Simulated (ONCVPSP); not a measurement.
**Pt (Z = 78): one change to an ONCV potential, before and after**

| Property | Result |
| --- | --- |
| Element | platinum (Pt) |
| Generator | ONCVPSP 4.0.1 |
| Type | optimised norm-conserving Vanderbilt (ONCV) |
| Functional | PBEsol |
| Relativity | scalar-relativistic |
| Frozen core | [Kr] 4d10 4f14 |
| Valence charge | 18 |
| Reference configuration | 5s2 5p6 5d9 6s1 |
| Partial waves | 5s+6s: rc 1.65 bohr, ncon 4, nbas 7, qcut 9.1 1/bohr, 3 projectors, debl 1.4 Ha; 5p: rc 1.55 bohr, ncon 4, nbas 7, qcut 10.5 1/bohr, 1 projector; 5d: rc 1.45 bohr, ncon 4, nbas 7, qcut 6.4 1/bohr, 3 projectors, debl 0.4 Ha |
| Local potential | polynomial inside 1.15 bohr (lpopt 5, dvloc0 0 Ha) |
| Core correction | Teter function, fcfact 3, rcfact 1.35 |

Change: core correction Teter function, fcfact 3, rcfact 2.1.

Cutoffs: the cutoffs (Ha) at which the residual kinetic energy of the hardest occupied pseudo-wave falls to 1 and 0.1 mHa per electron; they do not see the model core or the augmentation charge, which bear on the density cutoff. Errors are all-electron minus pseudo energies relative to the spin-unpolarised reference configuration.

Predict the effect on cutoff, ghosts and configuration errors.

The potential gets neither clearly harder nor softer (32 Ha and 39 Ha → 32 Ha and 39 Ha); both files keep a bound ghost (d); of the 4 tests that both files solve, the error grows in 4 and shrinks in 0 by more than 15 % and 0.3 meV (median size 5.8 → 29.3 meV). A model core, the more so a compact one, raises the density cutoff, which this test does not measure.

| quantity | base | changed |
| --- | --- | --- |
| cutoff, loose | 32 Ha | 32 Ha |
| cutoff, tight | 39 Ha | 39 Ha |
| bound ghosts | d | d |
| GHOST(+) flags under 300 eV | none | none |
| error for 5s2 5p6 5d9 6s0, meV [ΔE 9.23 eV] | -4.9 | -13 |
| error for 5s2 5p6 5d8 6s0, meV [ΔE 29.22 eV] | -6.6 | -46 |
| error for 5s2 5p6 5d7 6s0, meV [ΔE 61.47 eV] | -14 | -169 |
| error for 5s2 5p6 5d9 6s0.5, meV [ΔE 3.71 eV] | -1.8 | -3.2 |
| s: phases at 1.67 bohr within 0.05 rad from the reference energy up to (Ha; the scan ends near 5) | to the end of the scan | to the end of the scan |
| p: phases at 1.58 bohr within 0.05 rad from the reference energy up to (Ha; the scan ends near 5) | 0.8 | 0.8 |
| d: phases at 1.48 bohr within 0.05 rad from the reference energy up to (Ha; the scan ends near 5) | to the end of the scan | to the end of the scan |
| rms error of d²Exc/dni dnj with the model core, mHa | 1.03 | 3.93 |

 A true bound ghost makes a file unfit for plane-wave use even where its test errors are small: the radial tests pick states by their node count and pass the ghost by.
